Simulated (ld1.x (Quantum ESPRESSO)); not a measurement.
**erbium, PAW: configuration errors across variants**

ld1.x (Quantum ESPRESSO) 7.5 input, shortened:

```
&input
   title='Er', zed=68., rel=1, dft='PZ', iswitch=3,
   config='[Xe] 4f11 5d1 6s2 6p0'
 /
 &inputp
   pseudotype=3, lpaw=.true., tm=.true., lloc=-1, rcloc=1.20,
   nlcc=.false.,
   which_augfun='PSQ', rmatch_augfun=1.30
 /
8
6S  1  0   2.00   0.00  2.50  3.25  0.0
6S  1  0   0.00   4.25  2.50  3.25  0.0
5P  2  1   6.00   0.00  2.55  2.80  0.0
6P  3  1   0.00   0.00  2.55  2.80  0.0
5D  3  2   1.00   0.00  2.00  2.65  0.0
5D  3  2   0.00   4.20  2.00  2.65  0.0
4F  4  3  11.00   0.00  1.15  1.20  0.0
4F  4  3   0.00  -0.20  1.15  1.20  0.0
 &test
   configts(1)='4f11 5p6 5d1 6s2 6p0'
 /
```

All-electron excitation energies from the reference (eV): (1) 4f12 5p6 5d0 6s2 6p0 -4.818; (2) 4f12 5p6 5d0 6s1 6p0 1.786; (3) 4f12 5p6 5d0 6s0 6p0 13.953; (4) 4f12 5p6 5d1 6s1 6p0 -1.860; (5) 4f11 5p6 5d0 6s2 6p0 5.840; (6) 4f11 5p6 5d1 6s1 6p0 7.258; (7) 4f12 5p6 5d0 6s0 6p1 5.528; (8) 4f11 5p6 5d1 6s2 6p0 spin -1.907; (9) 4f12 5p6 5d0 6s2 6p0 spin -5.525.

Spin tests fill each open shell by Hund’s rule, majority spin first.

The overlap operator is not positive definite (basis up to 400 Ry) in “base”, “waves 5p (bound): rcut 1.72, rcutus 1.82 bohr; 6p (bound): rcut 1.72, rcutus 1.82 bohr”, “waves 5p (bound): rcut 2.06, rcutus 2.18 bohr; 6p (bound): rcut 2.06, rcutus 2.18 bohr”, “waves 5p (bound): rcut 2.32, rcutus 2.46 bohr; 6p (bound): rcut 2.32, rcutus 2.46 bohr”, “waves 5p (bound): rcut 2.55, rcutus 2.86 bohr; 6p (bound): rcut 2.55, rcutus 2.86 bohr”, “waves 5p (bound): rcut 2.55, rcutus 3.12 bohr; 6p (bound): rcut 2.55, rcutus 3.12 bohr”, “waves 5p (bound): rcut 2.55, rcutus 3.46 bohr; 6p (bound): rcut 2.55, rcutus 3.46 bohr”, “waves 5p (bound): rcut 2.55, rcutus 3.76 bohr; 6p (bound): rcut 2.55, rcutus 3.76 bohr”. Such files are unfit for use, however small their errors in these radial tests.

A true bound ghost makes a file unfit for plane-wave use even where its test errors are small: the radial tests pick states by their node count and pass the ghost by. Where a test does run into it, the solver fails or the error is huge.

Errors AE − PS in meV (a dash: test not solved or not reliable):

| change | (1) | (2) | (3) | (4) | (5) | (6) | (7) | (8) | (9) | bound ghosts |
| --- | --- | --- | --- | --- | --- | --- | --- | --- | --- | --- |
| base | -868 | -883 | -866 | -949 | -29 | -1.5 | -885 | -11 | -896 | not determined (overlap not positive) |
| waves 5p (bound): rcut 1.72, rcutus 1.82 bohr; 6p (bound): rcut 1.72, rcutus 1.82 bohr | – | – | – | – | – | – | – | – | – | not determined (overlap not positive) |
| waves 5p (bound): rcut 2.06, rcutus 2.18 bohr; 6p (bound): rcut 2.06, rcutus 2.18 bohr | -54 | -53 | -49 | -56 | +2.5 | -1.3 | -46 | +3.2 | -56 | not determined (overlap not positive) |
| waves 5p (bound): rcut 2.32, rcutus 2.46 bohr; 6p (bound): rcut 2.32, rcutus 2.46 bohr | – | – | – | – | – | – | – | – | – | not determined (overlap not positive) |
| waves 5p (bound): rcut 2.55, rcutus 2.86 bohr; 6p (bound): rcut 2.55, rcutus 2.86 bohr | -816 | -825 | -799 | -897 | -30 | -1.5 | -820 | -10 | -842 | not determined (overlap not positive) |
| waves 5p (bound): rcut 2.55, rcutus 3.12 bohr; 6p (bound): rcut 2.55, rcutus 3.12 bohr | -237 | -246 | -257 | -245 | +1.3 | -1.3 | – | – | – | not determined (overlap not positive) |
| waves 5p (bound): rcut 2.55, rcutus 3.46 bohr; 6p (bound): rcut 2.55, rcutus 3.46 bohr | -256 | -267 | -280 | -265 | +0.5 | -1.3 | -4264 | -2.1 | -263 | not determined (overlap not positive) |
| waves 5p (bound): rcut 2.55, rcutus 3.76 bohr; 6p (bound): rcut 2.55, rcutus 3.76 bohr | -278 | -291 | -308 | – | – | – | – | – | – | not determined (overlap not positive) |

Give the same row for: waves 5p (bound): rcut 2.55, rcutus 4.18 bohr; 6p (bound): rcut 2.55, rcutus 4.18 bohr.

–, –, –, –, –, –, –, –, –; bound ghosts: p (s not tested, overlap not positive). Not counted: 4f12 5p6 5d0 6s2 6p0 (solver errors, printed error -4198 eV). Its overlap operator is not positive definite in a basis up to 400 Ry (lowest eigenvalue s -0.24), so the file is unfit for use: the generalised eigenproblem breaks down once the basis is large enough, and its test numbers describe a broken file.
